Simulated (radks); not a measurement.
Values are calculated unless marked as measured or tabulated.
Neutral selenium inside a hard spherical wall (all orbitals vanish at R), configuration held at [Ar] 3d10 4s2 4p4 and not refilled when levels cross. Level of theory: scalar-relativistic Kohn-Sham, LDA (Slater exchange, Perdew-Wang correlation), spin-polarised, spherical densities, finite nucleus; open shells are filled with parallel spins first; Fermi nuclear charge, rms radius 4.14 fm (a radial shooting solver on a logarithmic mesh with Libxc functionals). Eigenvalues in eV for spin up, with the zero of energy where the potential of the charges vanishes at infinity; a dash marks a level that is unbound or too diffuse for the functional's potential to be trusted. A positive occupied level is held by the wall or, in an anion where self-interaction has pushed it up, behind a barrier. The pressure on the wall is -dE/dV.

R (bohr)  E (hartree)  kinetic (hartree)    e(3p)    e(3d)    e(4s)   e(4p)  e(5s, empty)  e(5p, empty)  pressure (GPa)
free      -2426.79507           2475.454  -152.66  -53.381  -18.033  -7.175        -0.516             -               0
20        -2426.79507           2475.454  -152.66  -53.381  -18.033  -7.175        -0.509         0.410        < 0.0001
15        -2426.79507           2475.454  -152.66  -53.381  -18.033  -7.175        -0.469         0.687        < 0.0001
12        -2426.79507           2475.454  -152.66  -53.380  -18.032  -7.174        -0.345         1.128        < 0.0001
7         -2426.79124           2475.487  -152.43  -53.151  -17.849  -6.995         1.860         5.292           0.257
6         -2426.77937           2475.570  -151.97  -52.692  -17.499  -6.630         4.115         8.687            1.45
3.5       -2426.14500           2478.465  -143.15  -44.003  -10.623   1.665        36.850        48.277             200
1.5       -2394.52595           2572.909  -58.982   42.301   148.10  177.78        518.53        537.86           89700
